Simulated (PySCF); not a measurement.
A structure optimised at TPSSh-D3(BJ)/def2-SVP, used in a PySCF frequency run:

```
B
N 1 1.4211
C 2 1.2054 1 158.96
O 3 1.1713 1 172.00 2 180.00
N 1 1.4211 2 118.97 3 180.00
C 5 1.2054 1 158.96 2 180.00
O 6 1.1713 1 172.00 2 180.00
H 1 1.2036 2 120.52 3 0.00
```

Q: Write its SMILES, formula and point group.

A: O=C=NBN=C=O, C₂HBN₂O₂, C2v

Q: What are its rotational constants (standard atomic weights)?

A: 31.451, 0.86197, 0.83898 GHz
